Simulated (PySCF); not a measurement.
How methods differ on the ionisation energy of Xe⁵¹⁺

Xe⁵¹⁺ [He] 2s1 [2s1/2^1, M_J = 1/2] → Xe⁵²⁺ 1s2, as a difference of total energies. Computed with PySCF 2.14 in an even-tempered Gaussian basis (17 s from 31 bohr⁻², ratio 2.4; 12 p from 40 bohr⁻², ratio 2.4; 5 d from 120 bohr⁻², ratio 2.6; 4 f from 180 bohr⁻², ratio 2.6), with the two-component X2C-1e Hamiltonian. Correlated levels: nothing frozen; the 32 highest virtual spinors dropped. "Screened" scales the spin-orbit matrix elements by Boettger's factors to mimic the two-electron term; Breit and QED terms are absent.

```tsv
method	ionisation energy (eV)	difference from reference (eV)
GHF (screened spin-orbit)	9818.9	+8.5
GMP2 (screened spin-orbit)	9819.1	+8.7
```

Reference: 9810.4 eV (theoretical estimate listed by NIST; NIST Atomic Spectra Database, ionization energies).

For this ion Breit and QED terms and the two-electron picture change, all absent here, outweigh the correlation shift from GHF to GMP2.
